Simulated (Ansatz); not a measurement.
Frontier orbitals of BCl3FHSi (`FB[Si](Cl)(Cl)Cl`).

Cartesian coordinates in Å:
```
F -1.6823 1.3641 0.5876
B -1.0153 0.2432 0.7368
Si 0.5978 -0.1426 -0.4357
Cl 0.9848 1.3343 -1.7839
Cl 0.2676 -1.8867 -1.4467
Cl 2.2322 -0.3819 0.7663
H -1.3848 -0.5303 1.5756
```

Charge 0, multiplicity 1. All single points use the PBE0-D4/def2-TZVP geometry. It is one conformer, not always the lowest. Basis def2-TZVPP, Ansatz 0.2.0.

| functional | HOMO (eV) | LUMO (eV) | gap (eV) |
| --- | --- | --- | --- |
| PBE | -7.24 | -3.34 | 3.90 |
| revPBE | -7.18 | -3.21 | 3.97 |
| r2SCAN | -7.55 | -3.08 | 4.47 |
| B97M-V | -7.62 | -3.15 | 4.47 |
| PBE0 | -8.58 | -2.39 | 6.19 |
| r2SCAN0 | -8.78 | -2.25 | 6.53 |
| CAM-B3LYP | -9.95 | -1.24 | 8.71 |
| ωB97M-V | -10.69 | -0.35 | 10.34 |

Against PBE, PBE0 changes HOMO and LUMO by −1.34 and +0.95 eV, ωB97M-V by −3.45 and +2.99 eV. A gap of 3.90 eV thus becomes 10.33 eV for the same molecule, so an orbital gap means little without its functional.
